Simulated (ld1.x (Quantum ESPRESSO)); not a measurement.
# Which change was made? (Te, TM)

- Element: Te (Z = 52)
- Generator: ld1.x (Quantum ESPRESSO) 7.5
- Type: norm-conserving Troullier–Martins (Kleinman–Bylander form)
- Functional: PBEsol
- Relativity: fully relativistic
- Frozen core: [Kr] 4d10
- Valence charge: 6
- Reference configuration: 5s2 5p3 (charge +1)
- Partial waves: 5p (bound): rc 2.10 bohr; 5s (bound): rc 1.50 bohr
- Local potential: the s channel
- Core correction: Bessel-smoothed model core inside 1.55 bohr

Open shells are filled in proportion to 2j + 1 (rel_dist='average').

Cutoffs, loose and tight: the cutoffs (Ry, on a coarse ladder) from which the occupation-weighted sum of valence levels, in a spherical-Bessel basis at the reference potential, stays within 10 and 1 mRy of its value at 400 Ry. They do not see the model core or the augmentation charge, which bear on the density cutoff. Test errors are all-electron minus pseudo excitation energies from the reference, over the configurations 5s2 5p4; 5s2 5p2; 5s2 5p1; 5s1 5p4; 5s0 5p6; 5s2 5p4.3; 5s1 5p5; variants that change the core or the reference have their own tests.

The base gives: outcome: generated; cutoff, loose: 55 Ry; cutoff, tight: 110 Ry; bound ghosts: d; largest test error (meV): -54.

After one change the result is: outcome: generated; cutoff, loose: 140 Ry; cutoff, tight: 200 Ry; bound ghosts: p3/2, p1/2, d; largest test error (meV): -76. Which change was it?
A. wave 5p (bound): rc 2.10 bohr becomes 5p (bound): rc 1.70 bohr
B. wave 5p (bound): rc 2.10 bohr becomes 5p (bound): rc 1.40 bohr
C. wave 5p (bound): rc 2.10 bohr becomes 5p (bound): rc 2.96 bohr

B. The others give: wave 5p (bound): rc 2.10 bohr becomes 5p (bound): rc 2.96 bohr → outcome: generated; cutoff, loose: 55 Ry; cutoff, tight: 110 Ry; bound ghosts: p1/2, d; largest test error (meV): -82 | wave 5p (bound): rc 2.10 bohr becomes 5p (bound): rc 1.70 bohr → outcome: generated; cutoff, loose: 60 Ry; cutoff, tight: 110 Ry; bound ghosts: d; largest test error (meV): -43.
